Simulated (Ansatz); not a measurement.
`N[SiH2]SS` and `SS[SiH2]Cl` differ in one atom or group.

Ansatz, PBE0-D4/def2-TZVP geometries, multiplicity 1. Each molecule was computed in one conformer, which needn't be the lowest.

```
                                                                                  property  `N[SiH2]SS`
                                        size of the dipole moment (ωB97M-V/def2-TZVPP) / D         2.36
                                            size of the dipole moment (PBE/def2-TZVPP) / D         2.39
                                                        HOMO energy (PBE0/def2-TZVPP) / eV        -7.04
                                                       HOMO–LUMO gap (PBE/def2-TZVPP) / eV         3.87
ideal-gas entropy at 298 K and 1 bar (rigid rotor, harmonic PBE0-D4/def2-TZVP) / J/(mol·K)          347
                                                     HOMO–LUMO gap (B3LYP/def2-TZVPP) / eV         5.60
```

Question: What does the change do to each property? (Estimate.)

Answer: The calculation gave: 
```tsv
property	`SS[SiH2]Cl`	shift
size of the dipole moment (ωB97M-V/def2-TZVPP) / D	0.22	-2.14
size of the dipole moment (PBE/def2-TZVPP) / D	0.14	-2.25
HOMO energy (PBE0/def2-TZVPP) / eV	-7.47	-0.43
HOMO–LUMO gap (PBE/def2-TZVPP) / eV	3.86	-0.01
ideal-gas entropy at 298 K and 1 bar (rigid rotor, harmonic PBE0-D4/def2-TZVP) / J/(mol·K)	345	-2
HOMO–LUMO gap (B3LYP/def2-TZVPP) / eV	5.59	-0.01
```

The zero-point energy changes by -64.3 kJ/mol with -6 modes. Dipoles are sizes alone; their direction can turn.

B3LYP here is the variant with VWN-RPA as its local correlation; programs differ in this.
